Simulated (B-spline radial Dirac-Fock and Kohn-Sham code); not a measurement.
Binding energies of Ti at several levels of theory

System: atomic titanium, configuration 1s2 2s2 2p6 3s2 3p6 3d2 4s2.

The density-functional columns are spherical, spin-unpolarised Dirac-Kohn-Sham results without Breit or QED terms: −ε is minus the orbital energy of the initial state and ΔSCF the difference of two total energies, and "half-occupied" is minus the orbital energy with half an electron removed (Slater transition state). The reference in the last column comes from ΔSCF Dirac-Fock with Breit, self-energy and vacuum polarisation, finite nucleus, configuration average. All numbers are from a radial finite-basis atomic code, in eV; a selection of levels is shown. The Kohn-Sham columns are given as differences from the reference.

| level | LDA half-occupied − DF | PBE0 −ε − DF | PBE −ε − DF | PBE ΔSCF − DF | Dirac-Fock |
| --- | --- | --- | --- | --- | --- |
| K | +7.3 | -69.2 | -108.2 | +20.5 | 4976.3 |
| L1 | -17.9 | -22.8 | -37.3 | -16.4 | 574.1 |
| L2 | -0.1 | -12.8 | -24.4 | +0.4 | 472.3 |
| L3 | -0.5 | -13.0 | -24.5 | -0.1 | 466.7 |
| M1 | -5.9 | -7.2 | -12.5 | -5.4 | 75.07 |
| M2 | +0.3 | -2.7 | -6.3 | +0.4 | 45.59 |
| M3 | +0.2 | -2.8 | -6.3 | +0.4 | 44.95 |
| M4,5 | +1.5 | -4.9 | -4.1 | +1.4 | 8.33 |
| N1 | +1.7 | -0.6 | -1.4 | +1.5 | 5.84 |

For the outermost level NIST gives 6.82812 eV (measured); the differences from it are LDA half-occupied +0.67, PBE0 −ε -1.63, PBE −ε -2.36, PBE ΔSCF +0.52, Dirac-Fock -0.99 eV.

Values without a named source are computed, but for edge energies of neutral atoms, which are taken from tables.
